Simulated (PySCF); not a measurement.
CH10Si4, SMILES C1[SiH2][SiH2][Si@@H]1[SiH3].

Coordinates come from a ωB97X-D3(BJ)/def2-SVP optimisation. The structure was generated by enumeration; whether it is a known compound was not checked.

Computed with PySCF with SMD-M06-2X/def2-SVP.

Solvation free energies are E(SMD) − E(gas) at the gas-phase geometry, for 1 M in both phases. In vacuum the dipole moment is 0.42 D.

```csv
solvent,ΔG(solv) (kcal/mol),its non-electrostatic (CDS) part,dipole (D)
water,4.1,5.0,0.68
1-octanol,___,___,___
toluene,-1.2,-0.8,0.51
```

Question: What belongs in the gaps? (An estimate is asked for; the answer gives what the named calculation found.)

Answer: 
- 1-octanol, ΔG(solv) (kcal/mol): -0.8
- 1-octanol, its non-electrostatic (CDS) part: 0.0
- 1-octanol, dipole (D): 0.62
